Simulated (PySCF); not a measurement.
C3F5, SMILES F[C]=C(F)C(F)(F)F, multiplicity 2.

The structure is a stationary point at PBE-D3(BJ)/def2-SVP. The isomer is the one that the SMILES or the coordinates give; other isomers of the formula were not compared.

Method: r2SCAN/def2-TZVP in PySCF.

Gas-phase values at a fixed geometry.

Task: Estimate the frontier levels, dipole moment and polarisability. (The exact figures need the calculation; the answer reports its results.)

Result: 
```json
{
 "α spin, highest occupied and lowest empty level": "-7.59 and -1.70 eV",
 "β spin, highest occupied and lowest empty level": "-7.32 and -4.28 eV",
 "dipole_moment": "1.27 D",
 "quadrupole, principal values (traceless, Buckingham form, about the centre of nuclear charge)": "-1.47, 0.44, 1.03 D·Å",
 "mean_static_polarisability": "39.0 bohr³ (5.77 Å³)",
 "polarisability_principal_values": "30.5, 35.7, 50.7 bohr³",
 "⟨S²⟩": "0.770 (pure state 0.75)"
}
```
